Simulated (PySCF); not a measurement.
Vertical excitations of a molecule C₃H₅BO from TDA-PBE/def2-SVPD run with PySCF 2.14.0, as energy in eV (oscillator strength): 5.20 (0.000), 5.98 (0.073), 6.10 (0.002), 6.12 (0.001), 6.44 (0.012), 7.10 (0.005), 7.15 (0.036), 7.30 (0.001), 7.42 (0.024), 7.58 (0.134). Lowest triplet (TDA): 4.02 eV. The structure is a stationary point at B3LYP-D3(BJ)/def2-SVP. One conformer was computed; it need not be the lowest.

**Question.** Which molecule gave these data?
A) OB1C=CC1
B) C#CB(C)O
C) CB1C=CO1
D) C#CBOC

**Answer.** A, OB1C=CC1
